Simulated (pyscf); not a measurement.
H₃Si–SiH(SiH₃)–SiH₃ (SMILES [SiH3][SiH]([SiH3])[SiH3]) + GeH₃• (SMILES [GeH3]) -> H₃Si–Si•(SiH₃)–SiH₃ (SMILES [SiH3][Si]([SiH3])[SiH3]) + GeH₄ (SMILES [GeH4]), a hydrogen abstraction (doublet surface; H–Si broken, Ge–H formed). Optimised with ωB97X-D3(BJ)/def2-SVP in PySCF. Energies in kcal/mol from the separated reactants.

Small-basis levels: PySCF, no dispersion term, spherical d functions. Open shells are spin-unrestricted. 

### Question
Quick B3LYP/LANL2DZ single points give ΔE‡ = 4.4 kcal/mol and ΔE = -1.6 kcal/mol. What does ωB97M-D3(BJ)/def2-TZVP give, and how far is the quick result from it?

### Answer
ωB97M-D3(BJ)/def2-TZVP gives ΔE‡ = 5.9 kcal/mol and ΔE = -0.7 kcal/mol. B3LYP/LANL2DZ lies 1.5 kcal/mol under it in the barrier and 0.9 kcal/mol under it in the reaction energy, so on this step it holds to within 3.0 kcal/mol. ωB97M-D3(BJ)/def2-TZVP has limits of its own. One saddle was located; it need not be the lowest between these sides. The angle at the transferred H is 179°. In the def2 sets elements up to Kr have no core potential.
